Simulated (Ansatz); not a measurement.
This geometry of H2 + H2O2Zn (7 atoms, charge 0, multiplicity 1) is a first-order saddle point.

Computed with Ansatz 0.2.0, RKS B3LYP/def2-SVP.

```xyz
7
Properties=species:S:1:pos:R:3
Zn 0.234 -0.204 -0.011
O 0.047 0.178 1.889
H -0.535 -0.360 2.448
O -0.547 -0.280 -1.623
H 0.076 -0.504 -2.328
H 1.878 -0.563 0.873
H 1.226 -0.306 1.580
```

Problem. Which two structures does it join? (They come from a converged band through this point; their orientation in space is the band's.)

Solution. Bonds broken: H6–H7. Bonds formed: Zn1–H6, O2–H7. H2 + H2O2Zn becomes H4O2Zn.

Image 0:

```xyz
7
Properties=species:S:1:pos:R:3
Zn -0.521 -0.016 -0.198
O -0.218 0.306 1.528
H -0.474 -0.419 2.113
O -0.903 -0.186 -1.922
H -0.149 -0.457 -2.463
H 2.661 -0.801 1.938
H 1.982 -0.468 1.832
```

Image 8:

```xyz
7
Properties=species:S:1:pos:R:3
Zn 1.346 -0.290 0.016
O -0.052 0.045 1.705
H -0.689 -0.043 0.948
O -0.338 -0.409 -0.712
H -0.512 -0.333 -1.655
H 2.863 -0.314 0.227
H -0.240 -0.696 2.298
```

Problem. How far does it lie above each of them?

Solution. 20.3 kcal/mol above the first and 34.9 kcal/mol above the second. This is the barrier of this one path; another mechanism may lie lower. The orbitals stay closed-shell, which can raise the energy where a bond breaks towards radicals; this wasn't checked here.

Run time: 8.9 min on 1 thread of Arm Neoverse N1, on a shared host, peak memory 0.16 GiB.
